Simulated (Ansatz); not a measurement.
Species: C$_{9}$H$_{6}$BNS, SMILES `C(c1cccc2c1cc(B)s2)#N` (charge 0, multiplicity 1), formula C$_{9}$H$_{6}$BNS.

Problem. How many basis functions does frozen-core CCSD(T)/cc-pVDZ // r2SCAN-D4/def2-SVP (Ansatz, a first-principles code) use, how many core orbitals are frozen, and how many electrons are correlated?

Solution. 202 basis functions and 16 frozen orbitals, which leaves 56 correlated electrons. Core time is of the order of minutes.
